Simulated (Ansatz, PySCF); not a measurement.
Si(F)(OH)2(SeH) (FH3O2SeSi), SMILES O[Si](O)(F)[SeH].

Geometry: B3LYP-D3(BJ)/def2-SVP. This is a generated structure with no PubChem entry under its InChIKey; it may be hypothetical. The values are those of a single conformer.

Vertical ionisation energy (IE) and electron affinity (EA) in eV. Rows of orbital energies are one-electron estimates. Where ΔSCF, EOM or ADC give a negative EA the extra electron is unbound and the value depends on the basis.

```csv
level,IE,EA
"−ε(HOMO), −ε(LUMO), M06-2X/def2-TZVP (PySCF)",8.59,-0.67
"−ε(HOMO), −ε(LUMO), PBE/def2-TZVP (PySCF)",?,?
"ΔSCF, PBE0/def2-SVPD (Ansatz), final states of multiplicity 2 and 2",9.80,-0.75
"ΔSCF, PBE/def2-SVPD (Ansatz), final states of multiplicity 2 and 2",9.62,-0.52
```

Some entries are withheld; supply them. (An estimate is asked for; the answer gives what the named calculation found.)


- −ε(HOMO), −ε(LUMO), PBE/def2-TZVP (PySCF), IE: 6.24
- −ε(HOMO), −ε(LUMO), PBE/def2-TZVP (PySCF), EA: 1.00

What vertical singlet–triplet gap does ΔSCF give with PBE0/def2-SVPD (Ansatz, a first-principles code) and with PBE/def2-SVPD (Ansatz)? (Estimate from the structure and the level; the computed values follow.)

5.14 and 5.05 eV (triplet above singlet where positive).
